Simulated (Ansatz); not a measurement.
A CCSD(T) single point on C₂H₆SiTe, SMILES `C1[SiH2]C[Te]1`.

```yaml
crystal:
  periodic: [false, false, false]
  atoms:
    - {symbol: C, position_ang: [-1.118986, 0.369357, -0.836136]}
    - {symbol: Si, position_ang: [-0.030356, -0.879823, 0.055231]}
    - {symbol: C, position_ang: [1.123279, 0.376149, 0.850065]}
    - {symbol: Te, position_ang: [0.403282, 1.887627, -0.532554]}
    - {symbol: H, position_ang: [-1.311284, 0.180159, -1.890250]}
    - {symbol: H, position_ang: [-2.039832, 0.656064, -0.331245]}
    - {symbol: H, position_ang: [0.713642, -1.707360, -0.930793]}
    - {symbol: H, position_ang: [-0.739391, -1.789196, 1.001751]}
    - {symbol: H, position_ang: [2.190078, 0.190774, 0.742807]}
    - {symbol: H, position_ang: [0.892668, 0.664947, 1.874021]}
basis:
  gaussian: {orbitals: def2-SVP}
correlation: {method: ccsd_t}
```

```sh
$ ansatz run in.yaml --threads 4 --pin off --events-out ev --progress --plain --max-ram 10444MiB
```

Log, shortened:

```
Functional definition: HF
1105 factors; integrals over basis functions are off by at most 1.3e-3 eV
mean field evaluation 1: about -17276.8241 eV, gradient 2.4e1 eV
mean field evaluation 2: about -17276.9041 eV, gradient 2.4e1 eV
mean field evaluation 4: about -17278.7227 eV, gradient 3.3e0 eV
mean field evaluation 8: about -17278.7600 eV, gradient 9.9e-2 eV
mean field -17278.76011278 eV, -634.9827221804 hartree, gradient 1.5e-6 eV, S^2 0.000000; 0 other end points of the search recorded, 0 dependent functions left out
11 core orbitals not correlated: weight in the atoms' cores, before any rotation towards them, 1.000 or more for the frozen orbitals, at most 0.000 for the correlated occupied ones
reference -17278.76011278 eV, -634.9827221804 hartree; 17, 17 occupied and 74, 74 virtual orbitals, 1105 factors
second order -13.57947888 eV of doubles, -0.00000000 eV of singles
cycle   1  -14.37260473 eV  change   -7.9e-1 eV  update   9.3e-2
cycle   2  -14.82102523 eV  change   -4.5e-1 eV  update   2.8e-2
cycle   3  -14.89369498 eV  change   -7.3e-2 eV  update   1.1e-2
cycle   4  -14.89389620 eV  change   -2.0e-4 eV  update   3.0e-3
cycle   5  -14.89394219 eV  change   -4.6e-5 eV  update   9.9e-4
cycle   6  -14.89380652 eV  change    1.4e-4 eV  update   3.3e-4
cycle   7  -14.89380254 eV  change    4.0e-6 eV  update   1.1e-4
cycle   8  -14.89380196 eV  change    5.8e-7 eV  update   3.6e-5
perturbative correction -0.51171695 eV, -0.0188052510 hartree
Total energy: -17294.16563169 eV, -635.5488645580 hartree
```

Hardware: 4 threads of an Intel Xeon 6975P-C on a shared host. Wall time 2.5 s, peak host memory 0.5 GiB.

Correlation energy per correlated electron: -0.453 eV. T1 diagnostic: 0.0098.
